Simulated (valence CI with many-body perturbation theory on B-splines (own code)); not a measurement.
## Tc36+ in three bases

Calculated by configuration interaction combined with many-body perturbation theory (CI+MBPT): five valence electrons over a frozen Dirac-Fock core [He], radial functions for each j: 9 s, 9 p, 8 d, 6 f, 3 g, 1 h, with the one-electron correlation potential Σ1, the two-electron term Σ2, the three-electron term Σ3, Breit, model QED; selected CI, second order for the rest, scaled by the run's own slope (own B-spline code, finite nucleus).

No measured spectrum was set against this ion. As an estimate, large intervals hold to a few tenths of a per cent, small ones and those within an open d or f shell to about a per cent. Among the levels kept, up to 5100 cm⁻¹ of a level comes from second order outside the variational space, and about a tenth of that is noise between levels of different J, which matters for small intervals.

The reference run has the lowest level (2s^2 2p1/2^2 2p3/2) J=3/2 and an ionisation energy of 5056.24 eV. Its largest variational space holds 27460 state functions.

Levels are named by their leading jj configuration (3d3/2^4 stands for four electrons in 3d with j = 3/2), which in mixed levels can hold well under half, so a name can repeat and another be missing. Letters in brackets count levels of one name in rising energy.

Changed runs:
A. basis 6 s, 6 p, 5 d, 3 f, 1 g
B. basis 5 s, 5 p, 4 d, 2 f

Excitation energies of the reference run in cm⁻¹, and shifts in cm⁻¹:

| Level | Reference | A | B |
| --- | --- | --- | --- |
| (2s^2 2p1/2 2p3/2^2) J=3/2 | 890694 | -58 | -197 |
| (2s^2 2p1/2 2p3/2^2) J=5/2 | 1021690 | +95 | +219 |
| (2s^2 2p1/2 2p3/2^2) J=1/2 | 1197560 | +71 | +304 |
| (2s^2 2p3/2^3) J=3/2 | 2092400 | +17 | +100 |
| (2s 2p1/2^2 2p3/2^2) J=5/2 | 2178370 | -72 | -199 |
| (2s 2p1/2^2 2p3/2^2) J=1/2 | 2567410 | +1.2 | +175 |
| (2s 2p1/2^2 2p3/2^2) J=3/2 | 2574940 | +40 | +208 |
| (2s 2p1/2 2p3/2^3) J=3/2 [a] | 3227850 | -50 | -58 |
| (2s 2p1/2 2p3/2^3) J=5/2 | 3421740 | +96 | +330 |
| (2s 2p1/2 2p3/2^3) J=1/2 | 3619100 | +36 | +268 |
| (2s 2p1/2 2p3/2^3) J=3/2 [b] | 3715430 | +148 | +555 |
| (2s 2p3/2^4) J=1/2 | 4655710 | +55 | +386 |
| Ionisation energy (eV) | 5056.24 | -0.028 | -0.11 |
